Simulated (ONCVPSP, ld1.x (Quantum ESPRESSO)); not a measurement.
## Potentials for Ge (Z = 32) compared

Generated with ld1.x 7.5 (TM, RRKJ, ultrasoft, PAW), atompaw 4.2 or ONCVPSP 4.0.1. The cutoff is in Ry: for ld1.x and atompaw files where the sum of valence levels is converged to 10 mRy in a Bessel basis, for ONCV files where the hardest occupied wave has 1 mHa per electron of residual kinetic energy. The error is the largest all-electron minus pseudo excitation energy over each file’s own four to seven test configurations (ionisations up to +4, promotions, holes and added fractions of an electron), all of which were solved. The labels leave out finer settings (local radius, basis sizes, second energies), which also bear on the numbers. Spin-polarised tests are not counted. The rows are a selection from randomly drawn settings: files with unsolved tests, undetermined cutoffs or missed reference levels are left out.

A true bound ghost makes a file unfit for plane-wave use even where its test errors are small: the radial tests pick states by their node count and pass the ghost by.

| potential | cutoff (Ry) | largest error (meV) | bound ghosts |
| --- | --- | --- | --- |
| ONCV, LDA (Perdew-Zunger), scalar-relativistic, rc 1.75/1.90 (sp), local smoothed, core correction no, reference 4s2 4p2, qcut 2.9/5.1, projectors 3/2 | 87 | +250 | none |
| ONCV, PBE, scalar-relativistic, rc 1.75/2.35/2.50 (spd), local smoothed, core correction yes, reference 4s2 4p2, qcut 4.3/3.4/4, projectors 3/1/1 | 18 | -161 | none |
| ultrasoft, LDA (PZ), fully relativistic, rc 1.55/1.70 (sp), local smoothed, core correction no, reference 4s1.75 4p2.25 | 15 | +50 | none |
| ONCV, PBE, scalar-relativistic, rc 1.05/1.30/1.30 (spd), local smoothed, core correction yes, reference 3s2 3p6 3d10 4s2 4p2, qcut 10.4/8.6/10.7, projectors 2/2/2 | 106 | -803 | none |

Q: Fill in the row for Ge: TM, LDA (PZ), scalar-relativistic, rc 1.80/2.00/1.60 (spd), local s, core correction no, reference 4s2 4p2.

A: cutoff 25 Ry, largest error +265 meV, bound ghosts: d.

Q: Fill in the row for Ge: ONCV, PBE, scalar-relativistic, rc 0.85/1.20/0.75 (spd), local smoothed, core correction yes, reference 3s2 3p6 3d10 4s2 4p2, qcut 16.2/9.4/24.9, projectors 2/2/3.

A: cutoff 409 Ry, largest error -4.5 meV, bound ghosts: none.
